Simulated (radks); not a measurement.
Results of a calculation; reference values are marked as such.
Task: Code: a radial shooting solver on a logarithmic mesh with Libxc functionals. Model: scalar-relativistic Kohn-Sham, PBE, spin-polarised, spherical densities, finite nucleus; open shells are filled with parallel spins first; Fermi nuclear charge, rms radius of each element as measured or else 0.836 A^(1/3) + 0.57 fm. Each species is in its NIST ground configuration. Rank Ne, C, Li, O, B, Be, N, F by mean radius of the outermost orbital (bohr), largest first.

Result: Li 3.79, Be 2.60, B 2.25, C 1.75, N 1.43, O 1.33, F 1.13, Ne 0.982.
